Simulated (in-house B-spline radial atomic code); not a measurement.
Whole-atom quantities along the 41-electron series, configuration [Kr] 4d5. Breit and QED terms are first order and not part of the total energy; the density at the nucleus is averaged over the nuclear charge. Computed with a B-spline radial code for spherical atoms: Dirac-Hartree-Fock, average of the configuration, finite nuclei.

```csv
ion,Z,E/Z² (Eh),Σ<r²> (bohr²),n(0)/Z³ (bohr⁻³),Lamb diamagnetic shielding (ppm),repulsion over attraction,Breit energy (eV),self-energy (eV),vacuum polarisation (eV),Dirac less non-relativistic energy (Eh)
Mo+,42,-2.2942,38.628,1.19,4129.84,0.15632,65.566,49.231,-5.5462,-71.763
Tc2+,43,-2.3166,31.045,1.2207,4264.23,0.15453,71.075,53.455,-6.1198,-79.481
Ru3+,44,?,?,?,?,?,?,?,?,?
Rh4+,45,?,?,?,?,?,?,?,?,?
Pd5+,46,-2.381,20.179,1.3171,4668.42,0.14847,89.562,67.719,-8.1279,-106.57
Ag6+,47,-2.4015,18.055,1.353,4804.03,0.14638,96.41,73.042,-8.9033,-117.04
Cd7+,48,-2.4216,16.303,1.3884,4940.22,0.14427,103.62,78.667,-9.7368,-128.3
In8+,49,-2.4413,14.828,1.4277,5077.06,0.14217,111.19,84.607,-10.632,-140.38
Sn9+,50,-2.4606,13.567,1.4674,5214.58,0.14008,119.15,90.874,-11.593,-153.33
Sb10+,51,?,?,?,?,?,?,?,?,?
Te11+,52,-2.498,11.524,1.551,5491.86,0.13598,136.24,104.44,-13.727,-182.03
I12+,53,-2.5162,10.685,1.5977,5631.71,0.13396,145.4,111.77,-14.909,-197.87
Xe13+,54,-2.534,9.9405,1.6448,5772.41,0.13198,154.99,119.48,-16.173,-214.77
```

Task: Fill in the row of Ru3+.

Result: E/Z² (Eh): -2.3385; Σ<r²> (bohr²): 26.265; n(0)/Z³ (bohr⁻³): 1.2506; Lamb diamagnetic shielding (ppm): 4398.64; repulsion over attraction: 0.15258; Breit energy (eV): 76.905; self-energy (eV): 57.937; vacuum polarisation (eV): -6.7392; Dirac less non-relativistic energy (Eh): -87.829.

Task: Fill in the row of Rh4+.

Result: E/Z² (Eh): -2.36; Σ<r²> (bohr²): 22.827; n(0)/Z³ (bohr⁻³): 1.2836; Lamb diamagnetic shielding (ppm): 4533.32; repulsion over attraction: 0.15055; Breit energy (eV): 83.064; self-energy (eV): 62.688; vacuum polarisation (eV): -7.4076; Dirac less non-relativistic energy (Eh): -96.849.

Task: Fill in the row of Sb10+.

Result: E/Z² (Eh): -2.4795; Σ<r²> (bohr²): 12.477; n(0)/Z³ (bohr⁻³): 1.5092; Lamb diamagnetic shielding (ppm): 5352.84; repulsion over attraction: 0.13802; Breit energy (eV): 127.49; self-energy (eV): 97.482; vacuum polarisation (eV): -12.624; Dirac less non-relativistic energy (Eh): -167.2.

Task: With what power of Z does the column «Dirac less non-relativistic energy (Eh)» change over this range?

Result: A fit of the logarithm of its size against log Z from Z = 42 to 54 has slope 4.36. An unscreened hydrogenic electron would give 4 at low Z; screening makes the apparent power larger near the neutral end, and relativity raises it again at high Z.
